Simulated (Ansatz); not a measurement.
Cartesian coordinates in Å:
```
O -1.3308 -1.2626 -0.4714
C -1.0630 -0.0864 -0.5327
S -2.2207 1.0238 -1.3160
N 0.0919 0.4158 -0.0236
Si 1.2025 -0.7170 0.7402
H -1.5365 2.1679 -1.1554
H 0.2755 1.4013 -0.0972
H 0.5736 -1.3630 1.9128
H 2.3299 0.1469 1.1740
H 1.6775 -1.7267 -0.2308
```

The species carries charge 0 and has multiplicity 1.

**Question.** List the PBE/def2-TZVPP orbital energies in eV (the Gaussian-basis code of Ansatz). (Best estimate.)

**Answer.** Ansatz gave: Occupied: -2396.46, -1780.21, -509.99, -381.45, -272.53, -209.40, -155.58, -155.46, -155.30, -137.92, -94.70, -94.63, -94.62, -26.74, -22.95, -19.24, -15.09, -14.19, -12.77, -11.08, -10.98, -10.35, -8.97, -8.77, -8.59, -7.03, -6.67, -6.59. Lowest empty: -1.25, -1.05, -0.70, 0.49, 0.69, 0.97, 1.01, 1.35.
